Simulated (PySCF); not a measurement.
Field gradients at the hydrogen positions

Species: C6H8OS2Si.
Z-matrix (Å and degrees, GFN2-xTB geometry), rows numbered from 1:
```
C 
C   1  1.5095
O   2  1.2101  1  121.93
C   2  1.4734  1  115.67  3   179.65
C   4  1.3685  2  124.79  1   -20.57
S   5  1.7099  4  113.06  2   179.92
C   6  1.7185  5   91.01  4    -0.66
C   7  1.3578  6  112.34  5     1.06
S   8  1.7625  4  125.82  2    -3.54
Si  9  2.1554  8  100.02  4    79.94
H   1  1.0867  2  110.71  3   131.51
H   1  1.0885  2  109.38  3  -108.81
H   1  1.0869  2  109.27  3    10.30
H   5  1.0717  4  128.05  2    -1.72
H   7  1.0710  6  120.32  5  -178.80
H  10  1.4515  9  101.20  8  -178.40
H  10  1.4498  9  111.92  8   -55.02
H  10  1.4634  9  105.06  8    64.54
```

Level: PBE0/pcSseg-1 (PySCF, non-relativistic); Q(2H) = 0.00286 b; rigid geometry, the same for H and D, with no vibrational averaging.

Question: Rank these positions by the coupling χzz of a deuteron there, largest first.
A. H13 (methyl hydrogen)
B. H15 (aromatic hydrogen)
C. H18 (Si–H hydrogen)
D. H17 (Si–H hydrogen)

Answer: B (232 kHz), A (210 kHz), D (115 kHz), C (109 kHz).

Q: Give the electric field gradient Vzz (the principal value of largest size), its asymmetry and the 2H coupling at each hydrogen.

A: 
```
atom  bonded to  bond length (Å)  Vzz (au)     η  χzz (kHz)
 H11         C1            1.087    0.3137  0.02        211
 H12         C1            1.089    0.3133  0.02        211
 H13         C1            1.087    0.3126  0.01        210
 H14         C5            1.072    0.3440  0.09        231
 H15         C7            1.071    0.3451  0.09        232
 H16       Si10            1.451    0.1703  0.03        114
 H17       Si10            1.450    0.1712  0.05        115
 H18       Si10            1.463    0.1619  0.02        109
```

Q: Average by the element that carries the hydrogen.

A: on C: 219 kHz over 5 positions, mean bond length 1.081 Å; on Si: 113 kHz over 3 positions, mean bond length 1.455 Å.

Q: A static deuteron (I = 1) shows a doublet split by (3/2)χ, (3/4)χ(1 + η) and (3/4)χ(1 − η) with the field along z, y and x of the gradient. What are these for H12?

A: With |χ| = 210.6 kHz and η = 0.023: 316, 162 and 154 kHz, to first order and without motion.

Geometry: GFN2-xTB, one conformer, isolated molecule. GFN2-xTB frequencies show an imaginary mode (53i cm⁻¹), so this geometry is no minimum at that level. GFN2-xTB bond lengths can be off by several hundredths of an ångström, more for odd bonds, and the gradients follow them. With so small a basis the couplings can be 20 % off.
